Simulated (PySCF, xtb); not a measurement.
CH12Si5, SMILES [SiH3][Si]1([SiH3])[SiH2]C[SiH2]1.

Harmonic wavenumbers (cm⁻¹) from GFN2-xTB run with xtb at its own minimum, in rising order: 19, 30, 37, 71, 85, 90, 101, 256, 318, 325, 330, 335, 383, 384, 387, 425, 473, 492, 504, 509, 555, 606, 654, 720, 729, 751, 785, 809, 819, 822, 825, 831, 832, 976, 1117, 1480, 2169, 2175, 2189, 2192, 2216, 2220, 2227, 2231, 2234, 2238, 2983, 2999.

Question: What does PBE-D3(BJ)/def2-SVP in PySCF 2.14.0 give at its own minimum? (An estimate is asked for; the answer gives what the named calculation found.)

Answer: 56, 76, 77, 81, 83, 105, 118, 244, 310, 363, 394, 435, 449, 452, 487, 496, 518, 560, 568, 571, 630, 630, 677, 750, 791, 817, 851, 887, 897, 900, 901, 904, 909, 932, 963, 1317, 2135, 2138, 2141, 2147, 2151, 2153, 2155, 2159, 2162, 2166, 2996, 3072. Paired by order, the mean absolute difference is 58 cm⁻¹ and the zero-point energies are 67.1 and 68.3 kcal/mol.
